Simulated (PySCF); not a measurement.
## Electron correlation in Eu²⁺ (europium, charge +2)

[Xe] 4f6 6p1, one real determinant (an excited configuration). Computed with PySCF 2.14 in cc-pVDZ-X2C (8s7p5d3f1g, 84 functions), with the spin-free X2C one-electron Hamiltonian (Gaussian nucleus). Frozen: [Ar] 3d10; 33 electrons correlated.

MP2 pair energies summed by pair of shells (mhartree):

```
 pair   energy  share (%)
5p-5p  -119.48       15.5
4d-4f  -115.90       15.0
4d-4d  -114.87       14.9
4f-5p  -105.30       13.6
4d-5p   -83.11       10.8
4f-4f   -63.60        8.2
5s-5p   -31.15        4.0
4p-4d   -24.85        3.2
4d-5s   -20.47        2.7
4f-5s   -19.42        2.5
4p-4f   -16.75        2.2
5p-6p   -14.02        1.8
4p-4p    -8.76        1.1
4p-5p    -6.49        0.8
5s-5s    -5.93        0.8
4s-4d    -4.99        0.6
4s-4f    -3.48        0.5
4p-5s    -3.45        0.4
4f-6p    -2.99        0.4
4s-4p    -2.41        0.3
4d-6p    -1.84        0.2
4s-5p    -0.70        0.1
4s-4s    -0.69        0.1
5s-6p    -0.68        0.1
4s-5s    -0.28        0.0
4p-6p    -0.11        0.0
4s-6p    -0.01        0.0
```

Total MP2 correlation energy: -771.71 mhartree.

Same-spin part -322.36 and opposite-spin part -449.35 mhartree; SCS-MP2 scales them by 1/3 and 6/5 to -646.67 mhartree.

The reference is one real determinant that mixes LS terms of this configuration.

This basis was not built for core-valence correlation, so the inner-shell part is incomplete.
